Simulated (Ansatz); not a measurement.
Gas-phase electronic energies from Ansatz, PBE0-D4/def2-TZVP geometries. CBS: MP2 limit from def2 TZ/QZ plus the TZ coupled-cluster correction, frozen cores. DFT in def2-TZVPP. B3LYP here is the variant with VWN-RPA as its local correlation; programs differ in this. def2 core potentials past Kr. For Sn outer-core shells are correlated without core-valence functions, which leaves a few kJ/mol of doubt a bond. One conformer a species, not always the lowest.

Reaction (cleavage of the B–Sn bond): `[BH2][SnH]([OH])[OH]` + `OCS` → `BSCO` + `[OH][SnH2][OH]`

```csv
level,ΔE (kcal/mol),difference from CCSD(T)/CBS
PBE-D4,-32.9,-3.4
r2SCAN-D4,-33.1,-3.6
PBE0-D4,-31.7,-2.2
B3LYP-D4,-30.8,-1.3
ωB97X-V,-30.0,-0.5
ωB97M-V,-30.8,-1.3
B2PLYP,-30.8,-1.3
PBE,-32.7,-3.2
r2SCAN,-33.0,-3.5
PBE0,-31.6,-2.1
B3LYP,-30.6,-1.1
HF/def2-TZVPP,-27.0,2.5
MP2/def2-TZVPP,-31.0,-1.5
SCS-MP2/def2-TZVPP,-29.7,-0.2
CCSD/def2-TZVPP,-29.0,0.5
CCSD(T)/def2-TZVPP,-30.3,-0.8
HF/def2-QZVPP,-26.8,2.7
MP2/def2-QZVPP,-30.5,-1.0
SCS-MP2/def2-QZVPP,-29.3,0.2
HF/CBS(def2),-26.8,2.7
MP2/CBS(def2),-30.2,-0.7
CCSD/CBS(def2),-28.3,1.2
CCSD(T)/CBS,-29.5,0
```

Largest T1 diagnostic among the species: 0.014.

In def2-TZVPP, CCSD(T) changes the Hartree–Fock value by −3.3 kcal/mol (the triples alone add −1.3 kcal/mol) and MP2 by −4.0 kcal/mol. From PBE to PBE0 (25 % exact exchange), in def2-TZVPP and without D4, ΔE moves by +1.1 kcal/mol.
